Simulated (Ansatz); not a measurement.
Ansatz (a program for electronic structure) input:

Ansatz 0.2 input:
```yaml
crystal:
  periodic: [false, false, false]
  atoms:
    - {symbol: Cr, position_ang: [-0.60292031, -0.56638228, -0.59197956]}
    - {symbol: O, position_ang: [1.45639411, 0.99759732, 1.25957913]}
    - {symbol: C, position_ang: [0.46982244, 0.93539937, 0.68847937]}
basis:
  gaussian:
    orbitals: STO-3G
magnetization: {spin_polarized: true, initial_magnetization: 6}
correlation: {method: ccsd_t, electrons: outside_noble_gas}
```

**Question.** Which total energy does the run end on?

**Answer.** -1143.63354 Eh (CCSD(T)/STO-3G). The basis has 28 functions.

The spin state was set by rule; other spins were not relaxed.
